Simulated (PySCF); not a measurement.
A PySCF script (with the pyscf-properties extension) for the NMR shieldings of SMILES ClC(Cl)[C@@H]1COC[Si@H](Cl)O1, C$_{4}$H$_{7}$Cl$_{3}$O$_{2}$Si, on a GFN2-xTB geometry:

```python
import basis_set_exchange as bse
import numpy as np
from pyscf import gto, dft
from pyscf.prop import nmr

atoms = """
Cl    3.373606    0.071353    1.066318
C     2.131603    0.866653    0.088526
Cl    2.422492    0.550083   -1.628860
C     0.742537    0.392955    0.511019
C     0.487808   -1.088346    0.199491
O    -0.777804   -1.504815    0.626344
C    -1.837466   -1.047933   -0.217008
Si   -1.776462    0.861453   -0.226608
Cl   -2.371156    1.708912   -1.925573
O    -0.184872    1.212381   -0.142087
H     2.223822    1.945560    0.234899
H     0.646177    0.542478    1.596278
H     0.601737   -1.249426   -0.881454
H     1.211320   -1.702486    0.739874
H    -1.713875   -1.486642   -1.217783
H    -2.742758   -1.468761    0.217747
H    -2.443707    1.408612    0.948969
"""
names = dict.fromkeys(["Cl", "C", "O", "Si", "H"], "pcSseg-1")
basis = {el: gto.basis.parse(bse.get_basis(n, elements=[el], fmt="nwchem")) for el, n in names.items()}
mol = gto.M(atom=atoms, basis=basis, charge=0, verbose=0)
mf = dft.RKS(mol, xc="PBE0")
mf.grids.level = 2
mf.grids.alignment = dft.numint.BLKSIZE   # the property module wants whole blocks of grid points
mf.conv_tol = 1e-9
mf.kernel()

calc = nmr.RKS(mf)   # GIAO
C = mf.mo_coeff
Co = C[:, mf.mo_occ > 0]
resp = mf.gen_response(singlet=True, hermi=2)
def vind(x):   # induced exchange potential for any number of trial vectors
    d = np.einsum("pi,xij,qj->xpq", C, 2 * x.reshape(-1, C.shape[1], Co.shape[1]), Co, optimize=True)
    return np.einsum("xpq,pi,qj->xij", resp(d - d.transpose(0, 2, 1)), C, Co, optimize=True).ravel()
mo1, _ = nmr.rhf.solve_mo1(calc, with_cphf=vind)
sigma = calc.kernel(mo1)
for i, s in enumerate(sigma):   # ppm
    print("%2d %-2s %9.2f" % (i, mol.atom_pure_symbol(i), np.trace(s) / 3))
```

Problem. What are the results?

Solution. 
```
 0 Cl    717.26
 1 C     101.37
 2 Cl    735.55
 3 C     105.92
 4 C     115.69
 5 O     332.00
 6 C     120.18
 7 Si    364.90
 8 Cl    922.73
 9 O     268.04
10 H      25.85
11 H      27.30
12 H      27.75
13 H      27.39
14 H      28.18
15 H      27.91
16 H      26.28
```

These numbers come from an equivalent density-fitted implementation of the same equations, which agrees with the script to about 0.01 ppm for H and up to a few tenths of a ppm for heavy atoms, so last digits may differ.

Problem. Turn these shieldings into chemical shifts. References, each an isolated molecule treated in the same way: HCl for 35Cl (σref 949.78); 13C (σref 186.93), 29Si (σref 349.16), 1H (σref 31.72) against TMS; H2O for 17O (σref 336.08).

Solution. Averaging equivalent atoms: Cl 0: 233; Cl 2: 214; Cl 8: 27; C 1: 85.6; C 3: 81.0; C 4: 71.2; C 6: 66.7; O 9: 68.0; O 5: 4.1; Si 7: -15.7; H 10: 5.87; H 16: 5.44; H 11: 4.42; H 13: 4.32; H 12: 3.97; H 15: 3.81; H 14: 3.53 ppm. Experimental scales use liquid or dissolved standards, which lie at an offset from isolated H2O (liquid H2O: subtract about 36 ppm).

Size and cost of the density-fitted run: 233 basis functions, 54 s wall time on 1 thread of an Intel Xeon 6975P-C, shared host; peak memory 1.1 GiB.
